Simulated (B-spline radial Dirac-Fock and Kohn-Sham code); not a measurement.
## Core and valence levels of W⁶⁹⁺

System: the W⁶⁹⁺ ion, 1s2 2s2 2p1; nuclear rms radius 5.3658 fm (A = 184).

Input file task.json (cfg lists n, l and occupation; rrms is the nuclear radius in fm):

```json
{"items": [{
  "Z": 74,
  "q": 69,
  "cfg": [[1, 0, 2], [2, 0, 2], [2, 1, 1]],
  "A": 184,
  "rrms": 5.3658,
  "do": ["binding"]
}]}
```

Run with: `python xray_run.py task.json out`

Calculated with an atomic code on a B-spline grid, using Dirac-Fock ΔSCF + Breit + QED. Electron correlation is not included. Energies are counted from the vacuum level.

All terms are in eV, carry their sign (relaxation lowers the binding energy) and add up to the binding energy; ⟨r⟩ is the mean radius of the orbital in the initial state.

```csv
subshell,−ε (Koopmans),relaxation,Breit,self-energy,vacuum polarisation,binding energy,⟨r⟩ (bohr)
1s,78059.7,-8.91,-183.26,-149.92,28.37,77746.0,0.018
2s,19069.4,-0.74,-20.40,-23.63,4.17,19028.8,0.074
2p,17872.8,-0.80,-20.18,-1.86,0.03,17850.0,0.068
```

For the deepest level, K (1s), the Breit terms make up -0.236 % of the binding energy, QED -0.156 % and orbital relaxation -0.011 %.

Going to the tabulated ground configuration of the next ion removes an electron from L2,3 (2p), computed at 17850.0 eV. NIST lists 18872 ± 3 eV as the ionisation energy of this species (semi-empirical), +1021.97 eV from the computed value. Where a p, d or f shell is open in either ion the computed value averages over both j values and all terms, while the table refers to the lowest levels; that difference holds spin-orbit splitting (largest in heavy or highly charged ions), term energies where several electrons share open shells, and correlation, and it can reach 10 % or more.
